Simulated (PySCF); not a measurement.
Compound: C6H9B.
Structure used (GFN2-xTB), in Å, numbered top down from 1:
```xyz
16
C6H9B angstrom
C      2.7919    1.2620    0.7568
C      2.3238    0.3748    0.1037
C      1.7453   -0.6798   -0.7008
B      0.1625   -0.7333   -0.7395
C     -0.6962    0.0546    0.2652
C     -1.9967    0.7028   -0.1929
C     -2.0551   -0.4746    0.6999
H      3.2085    2.0350    1.3305
H      2.1006   -1.6419   -0.3108
H      2.1549   -0.6046   -1.7134
H     -0.3480   -1.4153   -1.5471
H     -0.1800    0.6219    1.0333
H     -2.2258    1.6777    0.2103
H     -2.2821    0.5804   -1.2265
H     -2.3313   -0.3337    1.7340
H     -2.3802   -1.4170    0.2858
```

The closed-shell ground state was solved at several levels (PySCF, density fitting, gas phase, non-relativistic).

```json
{"level": "B3LYP/pcJ-1", "basis functions": "279", "total energy (Eh)": "-258.8276", "HOMO (eV)": "-7.14", "LUMO (eV)": "-1.12", "gap (eV)": "6.02", "dipole (D)": "0.91"}
{"level": "CAM-B3LYP/def2-SVPD", "basis functions": "212", "total energy (Eh)": "-258.4625", "HOMO (eV)": "-8.79", "LUMO (eV)": "0.15", "gap (eV)": "8.94", "dipole (D)": "0.84"}
```

Question: Estimate the row for PBE0/pcSseg-1, a basis of 164 functions; the other rows only guide the guess.

Answer: Total energy -258.4431 Eh, HOMO -7.39 eV, LUMO -0.93 eV, gap 6.46 eV, dipole 0.93 D.

Question: Over all these levels, which gives the widest orbital gap and which the narrowest?

Answer: CAM-B3LYP/def2-SVPD (range-separated hybrid) has the widest, 8.94 eV, and B3LYP/pcJ-1 (global hybrid, 20 % exact exchange) the narrowest, 6.02 eV. Functional and basis both differ between the two, so the spread mixes both effects.

Question: How far do the dipole and the HOMO energy spread over the levels?

Answer: The dipole runs from 0.84 to 0.93 D (mean 0.89 D) and the HOMO from -8.79 to -7.14 eV.

One conformer stands for the species.
